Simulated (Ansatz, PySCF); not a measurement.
trichloro(chlorosilyl)silane (Cl4H2Si2), SMILES Cl[Si](Cl)([SiH2]Cl)Cl. Atoms are numbered in the order given.

```xyz
8

Si     1.7308    -0.5008    -0.2632
Cl     2.5708     1.2160     0.5201
Si    -0.5580    -0.2220    -0.0991
Cl    -1.0998     0.0179     1.8590
Cl    -1.1450     1.4278    -1.1567
Cl    -1.5101    -1.8729    -0.8565
H      2.1644    -1.6782     0.5312
H      2.1311    -0.6504    -1.6855
```

Geometry optimised at ωB97X-D3(BJ)/def2-SVP. Other conformers were not sampled.

Two levels are set side by side: PBE-D3(BJ)/def2-SVP (Ansatz, a program for electronic structure) and ωB97X-D3(BJ)/def2-SVP (PySCF). Each level has its own optimised geometry; the coordinates shown are those of the second. Frequencies come from the Hessian of PySCF at each geometry. Differences are taken from unrounded values.

```
quantity                            ωB97X-D3(BJ)
----------------------------------  ------------
mean bond length (Å)                       1.927
bond Si1–Cl2 (Å)                           2.066
bond Si1–Si3 (Å)                           2.312
bond Si3–Cl4 (Å)                           2.046
bond Si3–Cl5 (Å)                           2.046
bond Si3–Cl6 (Å)                           2.051
bond Si1–H7 (Å)                            1.485
bond Si1–H8 (Å)                            1.485
highest harmonic wavenumber (cm⁻¹)          2293
mean harmonic wavenumber (cm⁻¹)              626
zero-point energy (kcal/mol)               16.12
```

Q: What does PBE-D3(BJ) give, and how far is it from ωB97X-D3(BJ)? (The exact figures need the calculation; the answer reports its results.)

A: 
| quantity | PBE-D3(BJ) | PBE-D3(BJ) minus ωB97X-D3(BJ) |
|---|---|---|
| mean bond length (Å) | 1.948 | 0.021 |
| bond Si1–Cl2 (Å) | 2.081 | 0.016 |
| bond Si1–Si3 (Å) | 2.341 | 0.029 |
| bond Si3–Cl4 (Å) | 2.069 | 0.023 |
| bond Si3–Cl5 (Å) | 2.069 | 0.023 |
| bond Si3–Cl6 (Å) | 2.075 | 0.024 |
| bond Si1–H7 (Å) | 1.501 | 0.016 |
| bond Si1–H8 (Å) | 1.501 | 0.016 |
| highest harmonic wavenumber (cm⁻¹) | 2188 | -104 |
| mean harmonic wavenumber (cm⁻¹) | 592 | -35 |
| zero-point energy (kcal/mol) | 15.23 | -0.89 |

GGA bonds tend to be longer and softer than those of functionals with exact exchange. Differences between two approximate levels are no errors against the true value.
